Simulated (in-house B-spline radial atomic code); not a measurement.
Settings and results of a run for Pb IV (Pb3+). Level of theory: Dirac-Kohn-Sham LDA VWN5, spherical fractional occupations, Fermi nucleus of rms radius 5.5012 fm, inside a hard spherical wall at 1.8 bohr; calculated with a radial B-spline atomic code at the basis-set limit.

Command:
```bash
python run_scf.py task.json out
```
Settings (nuclear radius in fm, mass in u):
```
Z                82
configuration    [Xe] 4f14 5d10 6s1
hamiltonian      dirac
method           lda,vwn
spin_polarised   False
nucleus          fermi
rms_radius       5.5012
atomic_mass      207.97665
speed_of_light   137.035999084
wall_radius      1.8
```

Output (hartree, bohr):
```
 radial grid: 57 intervals, B-splines of order 8, outer radius 1.8 bohr

 iter        energy (Eh)    residual
    1      -20893.335797    8.84e-01
    2      -20893.735398    3.39e-01
    3      -20895.957011    5.19e-02
    4      -20895.974725    1.11e-02
    5      -20895.975478    2.08e-03
    6      -20895.975533    1.08e-03
    7      -20895.975553    7.58e-05
    8      -20895.975553    6.00e-06
    9      -20895.975553    5.38e-08

 total energy                    -20895.97555
 kinetic                           24370.7551
 electron-nucleus                 -53023.7660
 Hartree                            8138.9389
 exchange-correlation               -381.9035

 first-order corrections (not in the total)
   Gaunt                            27.7355
   retardation                      -2.9458
   frequency dependence             -0.5557
   self-energy                      20.9670
   Uehling                          -4.4505
   Wichmann-Kroll                    0.2048

 orbital      occ     eigenvalue          <r>       <r^2>       <1/r>       r_max    small
 1s1/2      2.000     -3227.0557     0.016068 0.000358001     101.164    0.009854  9.77e-02
 2s1/2      2.000      -575.7719    0.0669656  0.00537333      25.021     0.05743  2.25e-02
 2p1/2      2.000      -553.3002    0.0548987  0.00377774     24.9967     0.04199  2.27e-02
 2p3/2      4.000      -472.9433     0.063816  0.00495964     19.9593     0.04971  1.99e-02
 3s1/2      2.000      -137.3762      0.17418   0.0348483     9.17221      0.1616  7.57e-03
 3p1/2      2.000      -127.1436     0.164563   0.0316388     9.09142      0.1505  7.53e-03
 3p3/2      4.000      -109.2320     0.180863   0.0379879     7.77282      0.1661  6.73e-03
 3d3/2      4.000       -92.2347     0.157094   0.0289712     7.67502      0.1289  6.63e-03
 3d5/2      6.000       -88.4217     0.162031   0.0306913     7.38149      0.1332  6.41e-03
 4s1/2      2.000       -30.3430     0.385085    0.167618     3.89315      0.3633  2.61e-03
 4p1/2      2.000       -25.9089     0.386248    0.170008     3.78548      0.3607  2.51e-03
 4p3/2      4.000       -21.5340     0.421398    0.201969     3.32457      0.3927  2.20e-03
 4d3/2      4.000       -14.2729     0.426839    0.210762     3.12555       0.384  2.00e-03
 4d5/2      6.000       -13.4600     0.438253    0.221981     3.02116      0.3938  1.91e-03
 5s1/2      2.000        -4.7169     0.852379    0.805149     1.60621      0.8002  6.88e-04
 5p1/2      2.000        -3.1943     0.891833    0.879886     1.50937      0.8396  6.24e-04
 5p3/2      4.000        -2.3458     0.948724     0.98933     1.38295      0.9147  5.65e-04
 4f5/2      6.000        -4.0687     0.457921    0.252136     2.66586      0.3489  1.54e-03
 4f7/2      8.000        -3.8885     0.464598     0.25945     2.62548      0.3535  1.51e-03
 5d3/2      4.000         0.0384      1.01518     1.12729     1.26126       1.016  5.00e-04
 5d5/2      6.000         0.1887      1.02574     1.14991     1.24511       1.035  4.96e-04
 6s1/2      1.000         3.2033      1.12363     1.41829     1.31983       1.346  7.38e-04
```

Cost of the run: 0.69 s on 1 thread of Arm Neoverse V1, with other jobs on the host.

For the Dirac Hamiltonian the kinetic term is c α·p + (β - 1)c².
